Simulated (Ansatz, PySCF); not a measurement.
Al(F)(NHMe)(OH) (CH₅AlFNO), SMILES C[NH][Al]([OH])[F].

The structure is a stationary point at r2SCAN-D4/def2-SVP. The structure was generated by enumeration; whether it is a known compound was not checked. The values are those of a single conformer.

Vertical ionisation energy (IE) and electron affinity (EA) in eV. Rows of orbital energies are one-electron estimates. Where ΔSCF, EOM or ADC give a negative EA the extra electron is unbound and the value depends on the basis.

| level | IE | EA |
|---|---|---|
| −ε(HOMO), −ε(LUMO), B3LYP/def2-TZVP (PySCF) | 6.66 | 0.69 |
| −ε(HOMO), −ε(LUMO), PBE/def2-TZVP (PySCF) | 5.52 | 1.22 |
| ΔSCF, PBE0/def2-SVPD (Ansatz), final states of multiplicity 2 and 2 | 9.24 | -0.48 |
| ΔSCF, PBE/def2-SVPD (Ansatz), final states of multiplicity 2 and 2 | 9.10 | -0.33 |

Task: What vertical singlet–triplet gap does ΔSCF give with PBE0/def2-SVPD (Ansatz, a first-principles code) and with PBE/def2-SVPD (Ansatz)? (An estimate is asked for; the answer gives what the named calculation found.)

Result: 4.91 and 4.66 eV (triplet above singlet where positive).
